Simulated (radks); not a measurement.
Effect of the nuclear size on the lead ion Pb77+, [He] 2s2 2p1. Calculated with a radial shooting solver on a logarithmic mesh with Libxc functionals: Dirac Kohn-Sham, LDA (Slater exchange, Perdew-Wang correlation), spin-unpolarised, spherical densities, finite nucleus; open shells are shared between the two j in proportion to 2j + 1; Fermi nuclear charge, rms radius 5.5012 fm. The rms radius is varied about that value; shifts are against it.

rms radius (fm)  total energy shift (eV)  density at nucleus (e/bohr^3)  1s1/2 shift (meV)  2s1/2 shift (meV)  2p1/2 shift (meV)  2p3/2 shift (meV)  3s1/2 (empty) shift (meV)  3p1/2 (empty) shift (meV)
4.6155                             -37.7                      2.834e+06             -15700              -2600               -130               63.4                       -758                      -49.0
5.3307                             -7.55                      2.662e+06              -3150               -520              -26.0               12.7                       -152                      -9.83
5.5012                                 0                      2.625e+06              0.000              0.000              0.000              0.000                      0.000                      0.000
5.9688                              21.4                      2.534e+06               8910               1470               73.9              -36.0                        430                       27.9
6.739                               58.7                      2.403e+06              24500               4040                203              -98.8                       1180                       76.8

Slopes of the eigenvalues against <r^2> in GHz/fm^2, as finite differences over the two radii next to the reference (eigenvalue slopes, not the field-shift constants of lines): 1s1/2 404000, 2s1/2 66800, 2p1/2 3350, 2p3/2 -1630, 3s1/2 (empty) 19500, 3p1/2 (empty) 1270.
